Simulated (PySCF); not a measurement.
Job for PySCF: R-M06-2X/6-31G* on GeH4Si (SMILES [SiH3][GeH]), a point of a torsion scan.

```python
from pyscf import gto, scf, dft, mp
from pyscf.data.elements import chemcore

mol = gto.M(
    atom='''
    Si   -0.57235937    0.04091167   -0.03762037
    Ge    1.65910176    0.94784079   -0.01647132
    H    -0.82873460   -0.74023655    1.18605302
    H    -1.58443324    1.11412650   -0.01392568
    H    -0.98118920   -0.83244732   -1.14551110
    H     2.16863043   -0.24110989   -0.99216143
    ''',
    basis='6-31g*',
    cart=True,
    charge=0, spin=0, verbose=3, max_memory=1800)
mf = dft.RKS(mol, xc='m062x')
mf.conv_tol = 1e-8
mf.max_cycle = 100
mf.kernel()
if not mf.converged:
    mf = mf.newton().run(mf.mo_coeff, mf.mo_occ)
```

Task: What total energy does the run end on?

Result: -2368.5043 hartree.
